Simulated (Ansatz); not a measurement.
Reaction (formal loss of a carbene): `F[CH]([SiH3])[AlH][SH]` → `[CH]F` + `[SiH3][AlH][SH]`

Program: Ansatz. Geometries: PBE0-D4/def2-TZVP. ΔE: electronic, gas phase. CCSD(T)/CBS adds triple-zeta CCSD(T) − MP2 to the extrapolated MP2 energy (def2 sets, frozen cores). This one scheme is used for every species. One conformer a species, not always the lowest.

```json
{"species": "`F[CH]([SiH3])[AlH][SH]`", "CCSD/CBS(def2) energy (Eh)": "-1070.30762"}
{"species": "`[CH]F`", "CCSD/CBS(def2) energy (Eh)": "-138.28603"}
{"species": "`[SiH3][AlH][SH]`", "CCSD/CBS(def2) energy (Eh)": "-931.88456"}
```

Work out ΔE.

ΔE = (-138.28603) + (-931.88456) − (-1070.30762) = 0.13703 Eh = +86.0 kcal/mol. CCSD(T)/CBS gives +86.9 kcal/mol.

Largest T1 diagnostic among the species: 0.018.

The D4 term adds +3.3 kcal/mol with B3LYP and +1.8 kcal/mol with PBE0; it sums over pairs of atoms, weighted by their polarisabilities, and B3LYP, whose exchange is more repulsive, gets the larger term. From PBE to PBE0 (25 % exact exchange), in def2-TZVPP and without D4, ΔE moves by +1.6 kcal/mol. In def2-TZVPP, CCSD(T) changes the Hartree–Fock value by +10.6 kcal/mol (the triples alone add +0.9 kcal/mol) and MP2 by +18.7 kcal/mol.

B3LYP here is the variant with VWN-RPA as its local correlation; programs differ in this.
